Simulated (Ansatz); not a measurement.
[closo-2-(Br)B7H6]2- (B₇H₆Br²⁻). The state is a singlet with charge -2. Geometry r2SCAN-D4/def2-SVPD, basis def2-TZVPD, Ansatz.

| run | HOMO (eV) | LUMO (eV) |
| --- | --- | --- |
| A | 0.98 | 5.52 |
| B | 2.87 | 5.40 |
| C | 1.96 | 5.31 |
| D | 2.13 | 5.15 |
| E | 3.00 | 4.97 |

B3LYP takes the VWN-RPA correlation. A multiply charged anion in the gas phase is held together partly by the finite basis.

Task: The runs used B3LYP, BHLYP, PBE, PBE0, r2SCAN. Estimate which is which.

Result: A BHLYP (50 % exact exchange); B r2SCAN (0 % exact exchange); C PBE0 (25 % exact exchange); D B3LYP (20 % exact exchange); E PBE (0 % exact exchange). Exact exchange lowers occupied and raises empty levels; among semilocal functionals meta-GGAs tend to open the gap a little, and such runs are hard to tell apart. The gap grows from 1.97 eV (PBE) to 4.54 eV (BHLYP). At BHLYP-D4/def2-TZVPD, r2SCAN-D4/def2-TZVPD, PBE0-D4/def2-TZVPD, B3LYP-D4/def2-TZVPD and others the highest occupied level of the charge -2 singlet lies above zero (up to 3.00 eV). The electron is either unbound and held by the finite basis, or the level is raised by self-interaction error.
